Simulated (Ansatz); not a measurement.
`C[SiH2]N(C)C` → `C[N]C`• + `C[SiH2]`• at 400 K and 1 bar (homolysis of the N–Si bond).

Isolated molecules relaxed with PBE0-D4/def2-TZVP in Ansatz; ΔE leaves out vibrations. CBS: MP2 limit from def2 TZ/QZ plus the TZ coupled-cluster correction, frozen cores. Open shells (•) are unrestricted, without spin–orbit coupling. Each species was taken in one conformer, which may not be the lowest.

```json
{"species": "`C[SiH2]N(C)C`", "CCSD(T)/CBS energy (Eh)": "-464.57799", "H − E (kJ/mol)": "396.2", "S (J/(mol·K))": "407.7"}
{"species": "`C[N]C`•", "CCSD(T)/CBS energy (Eh)": "-134.33941", "H − E (kJ/mol)": "225.1", "S (J/(mol·K))": "303.7"}
{"species": "`C[SiH2]`•", "CCSD(T)/CBS energy (Eh)": "-330.08288", "H − E (kJ/mol)": "154.8", "S (J/(mol·K))": "288.1"}
```

H − E and S are ideal-gas, rigid-rotor, harmonic terms from PBE0-D4/def2-TZVP, for one conformer and one mirror image of each species, with the whole ground term of open shells counted as degenerate. 1 Eh = 2625.50 kJ/mol, R = 8.31446 J/(mol·K).

Task: By hand: ΔE, ΔH, ΔS and ΔG.

Result: ΔE = (-134.33941) + (-330.08288) − (-464.57799) = 0.15570 Eh = 408.8 kJ/mol. Δ(H − E) = 225.1 + 154.8 − 396.2 = -16.3, so ΔH = 392.5 kJ/mol. ΔS = 303.7 + 288.1 − 407.7 = 184.1 J/(mol·K). ΔG = 392.5 − 400 × (184.1)/1000 = 318.9 kJ/mol.

Task: By hand: the equilibrium constant, and the temperature at which ΔG would vanish if ΔH and ΔS stayed fixed.

Result: log₁₀ K = −ΔG/(RT ln 10) = -41.6. ΔG = 0 at ΔH/ΔS = 2132 K.

The number of gas molecules changes by +1, which sets the sign of ΔS. A doubt of 5 kJ/mol in ΔE shifts log₁₀ K by 0.7 here. Other conformers and mirror images would add mixing entropy, several J/(mol·K) or more a flexible species. Modes under 60 cm⁻¹, often nearly free rotors, make the harmonic entropy too high. These are equilibria of isolated gas molecules and say nothing of rates. Largest T1 diagnostic: 0.014 (customary marks: 0.02 for closed shells, 0.045 for open ones).
